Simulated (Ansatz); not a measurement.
All numbers were calculated with Ansatz.

A structure relaxed at PBE0-D4/def2-TZVP, charge 0, multiplicity 1:

Cartesian coordinates in Å:
```
C -1.549 -0.590 1.039
Si 0.121 -0.662 0.183
Si 0.144 0.576 -1.798
As 1.782 0.123 1.686
H -1.531 -1.163 1.969
H -1.818 0.441 1.278
H -2.330 -1.005 0.397
H 0.474 -2.080 -0.116
H -0.140 2.005 -1.489
H -0.877 0.102 -2.776
H 1.485 0.490 -2.437
H 2.846 0.183 0.598
H 1.393 1.580 1.466
```

Problem. Give its formula and SMILES.

Solution. CH9AsSi2, `C[SiH]([SiH3])[AsH2]`.

Problem. Point group (tolerance 0.08 Å, 0.16 Å for H)?

Solution. C1.

Problem. Summarise the bond lengths by kind.

Solution. 1 × C–Si 1.878 Å; 3 × C–H 1.092 Å; 1 × Si–Si 2.336 Å; 1 × As–Si 2.374 Å; 4 × H–Si 1.488 to 1.492 Å; 2 × As–H 1.523 to 1.524 Å.
